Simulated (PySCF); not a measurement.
An unknown is described by computed data only.

Elements present: B, C, H and S. Monoisotopic mass: 150.0675 u.

| Quantity | Value |
| --- | --- |
| Rotational structure | rotational constants A, B, C: 2.978, 0.687, 0.584 GHz [PBE0-D3(BJ)/def2-SVP] |
| Dipole | 0.86 D [wB97X-D/def2-SVPD] |
| 13C NMR | chemical shifts (computed TMS as zero) by class: 141.7 (1 C), 120.8 (1 C), 120.5 (1 C), 119.8 (1 C), 53.5 (1 C), 40.3 (1 C), 35.9 (1 C), 29.8 (1 C) ppm [GIAO KT2/pcSseg-1] |
| UV, strongest line | among the 10 lowest singlet transitions: S2 at 5.63 eV (220 nm, f = 0.091) [TDDFT wB97X-D/def2-SVPD] |
| Polarisability | 120.0 au [wB97X-D/def2-SVPD] |
| Triplet | lowest triplet excitation (Tamm–Dancoff): 3.71 eV [TDA wB97X-D/def2-SVPD] |
| UV, first state | lowest singlet excitation: 5.42 eV (229 nm, f = 0.072) [TDDFT wB97X-D/def2-SVPD] |

Electronic properties: PySCF, gas phase, density fitting. Levels stand in brackets. Geometry: PBE0-D3(BJ)/def2-SVP, one conformer, isolated molecule. NMR classes are plain means over equivalent atoms (diastereotopic ones count apart unless rotation or inversion swaps them), as if these changed places fast.

**Question.** Which formula fits the mass and the elements?

**Answer.** C8H11BS (calculated 150.0675). No other formula that holds each of these elements comes within 0.0003 u with a fitting electron parity and a possible valence count.

**Question.** Propose a structure and show how it fits.

**Answer.** Numbering: `[BH:1]1[CH2:2][CH2:3][CH2:4][C@@H:5]1[c:6]1[cH:7][cH:8][cH:9][s:10]1`. 8 carbons fall into 8 classes; from least to most shielded: substituted aromatic carbon [C6] (141.7 ppm), aromatic CH next to a ring sulfur [C9] (120.8 ppm), aromatic CH carbon [C8] (120.5 ppm), aromatic CH carbon [C7] (119.8 ppm), ring sp3 carbon bound to boron [C5] (53.5 ppm), ring CH2 carbon [C4] (40.3 ppm), ring sp3 carbon bound to boron [C2] (35.9 ppm), ring CH2 carbon [C3] (29.8 ppm). The optimised geometry has point group C1 and is an asymmetric top. Structure: `B1CCC[C@@H]1c1cccs1`. The assignments are read from this structure; whether some other isomer fits the data as well wasn't checked. The mirror image fits equally.
